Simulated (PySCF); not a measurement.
Zn(OMe)(SH) (CH4OSZn), SMILES [Zn]([SH])[O]C.

Coordinates come from a r2SCAN-D4/def2-SVP optimisation. One conformer was computed; it need not be the lowest.

Level of theory: TDA-CAM-B3LYP/def2-SVPD run with PySCF.

Vertical excitations. The molecule is in vacuum.

Computed excitation energies, oscillator strengths and character:
```csv
state,energy (eV),λ (nm),f,main pairs
S1,5.20,238,0.044,HOMO→LUMO 95 %
S2,5.31,233,0.006,HOMO−1→LUMO 92 %
S3,5.89,210,0.053,"HOMO−2→LUMO 78 %, HOMO−1→LUMO+1 14 %"
S4,5.95,208,0.001,HOMO→LUMO+1 84 %
S5,6.44,193,0.010,"HOMO→LUMO+2 41 %, HOMO−1→LUMO+1 13 %, HOMO→LUMO+4 9 %, HOMO→LUMO+3 8 %"
S6,6.51,191,0.010,HOMO−1→LUMO+2 76 %
S7,6.55,189,0.023,"HOMO−1→LUMO+1 25 %, HOMO→LUMO+3 24 %, HOMO−1→LUMO+2 12 %, HOMO→LUMO+4 8 %"
S8,6.63,187,0.011,HOMO−2→LUMO+1 73 %
S9,6.68,186,0.065,"HOMO−1→LUMO+1 28 %, HOMO→LUMO+2 16 %, HOMO−2→LUMO+1 12 %, HOMO−3→LUMO 12 %"
S10,7.03,176,0.034,HOMO−2→LUMO+2 80 %
T1,4.79,259,0,HOMO→LUMO 94 %
T2,4.97,249,0,HOMO−1→LUMO 89 %
T3,5.31,234,0,HOMO−2→LUMO 87 %
T4,5.66,219,0,"HOMO→LUMO+1 52 %, HOMO→LUMO+3 19 %, HOMO→LUMO+4 15 %"
```
Triplets are in the Tamm–Dancoff approximation.
